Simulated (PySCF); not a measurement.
Species: C5H7BO3.
Atom-mapped SMILES: `[CH3:1][O:2][B:3]([C:4]#[C:5][CH:6]=[O:7])[O:8][CH3:9]` (hydrogens: H10, H11, H12 on C1; H13 on C6; H14, H15, H16 on C9)

Cartesian coordinates in Å at the PBE0-D3(BJ)/def2-SVP level; atoms count from 1:
```
atom  x, y, z in Å
C1    -0.5704   -2.0386    0.4169
O2    -1.1373   -0.7582    0.3035
B3    -0.4520    0.3712    0.0129
C4     1.0731    0.3591   -0.2535
C5     2.2777    0.3030   -0.4417
C6     3.6970    0.2555   -0.7183
O7     4.5312   -0.0964    0.0765
O8    -1.0957    1.5550   -0.0493
C9    -2.4761    1.6377    0.2136
H10    0.5296   -2.0028    0.4647
H11   -0.9507   -2.5164    1.3320
H12   -0.8671   -2.6567   -0.4449
H13    3.9697    0.5762   -1.7536
H14   -3.0576    1.0228   -0.4919
H15   -2.7119    1.2972    1.2346
H16   -2.7792    2.6882    0.1081
```

Computed, not measured: PySCF 2.14.0, PBE0-D3(BJ)/def2-SVP geometry optimisation, gas phase.

Take the most abundant isotopes and a rigid rotor. The values belong to one conformer with, in the numbering `[CH3:1][O:2][B:3]([C:4]#[C:5][CH:6]=[O:7])[O:8][CH3:9]`, C1–O2–B3–C4 1°, O2–B3–O8–C9 1°.

(1) Give the principal moments of inertia and the rotational constants in GHz.

(2) What kind of rotor is it?

(3) What does the inertial defect say?

(4) Give the other two planar moments, Paa and Pbb, and the rms extents of the mass along the axes.

(5) Where do the levels up to J = 2 lie, in K?

(6) Which lines would a microwave search look for?

## Answers

(1) Ia = 169.58, Ib = 708.97, Ic = 856.64 u·Å²; 505379 MHz·u·Å²/I gives 2980, 712.8 and 590.0 MHz, that is A = 2.9801, B = 0.7128, C = 0.5900 GHz.

(2) An asymmetric top: κ = (2 × 712.8 − 2980 − 590.0)/(2980 − 590.0) = -0.90.

(3) Not planar: Δ = Ic − Ia − Ib = -21.92 u·Å². For a rigid frame Δ = −2 Σ m c², so Σ m c² = 10.96 u·Å² lies off the ab plane: 4.94 from hydrogen and 6.02 from heavier atoms. The atom farthest from that plane is 1.28 Å away.

(4) Paa = Σ m a² = (Ib + Ic − Ia)/2 = 698.01 and Pbb = Σ m b² = (Ia + Ic − Ib)/2 = 158.62 u·Å². With the mass M = 126.05 u, the rms extents √(P/M) along a, b and c are 2.35, 1.12, 0.29 Å.

(5) Above 0(0,0), as E/k:
J = 1: 1(0,1) 0.063, 1(1,1) 0.171, 1(1,0) 0.177
J = 2: 2(0,2) 0.187, 2(1,2) 0.290, 2(1,1) 0.308, 2(2,1) 0.635, 2(2,0) 0.635
Those of J = 1 are B + C, A + C and A + B.

(6) The dipole components are |μa| = 2.85 D, |μb| = 0.99 D, |μc| = 1.35 D. Intensities carry the squares of the components, which stand as 1.00 : 0.12 : 0.22 (a : b : c). Some of the stronger lines:

```
type  branch         J(Ka,Kc)    MHz  lower level (cm⁻¹)
   a       R  2(1,1) ← 1(1,0)   2728               0.123
   a       R  3(1,2) ← 2(1,1)   4090               0.214
   c       R  2(1,1) ← 1(0,1)   5119               0.043
   a       R  4(3,1) ← 3(3,0)   5221               0.960
   b       Q  4(2,2) ← 4(1,3)   6454               0.532
   c       R  2(2,0) ← 1(1,0)   9535               0.123
   b       R  3(2,2) ← 2(1,1)  10710               0.214
   c       R  3(2,2) ← 2(1,2)  11079               0.202
   b       R  3(2,1) ← 2(1,2)  11103               0.202
   b       Q  3(3,0) ← 3(2,1)  11623               0.572
   b       R  5(2,3) ← 4(1,4)  14280               0.491
   c       Q  4(4,1) ← 4(3,1)  16292               1.134
   c       R  4(3,1) ← 3(2,1)  16844               0.572
   b       R  4(3,1) ← 3(2,2)  16868               0.571
   b       R  4(4,1) ← 3(3,0)  21513               0.960
```

PBE0-D3(BJ)/def2-SVP frequencies: not computed here. No vibrational averaging or centrifugal distortion is included, and the geometry carries the error of its method. A rigid rotor knows nothing of internal rotation, which can split or shift real lines. Quadrupole hyperfine structure (11B) is left out.
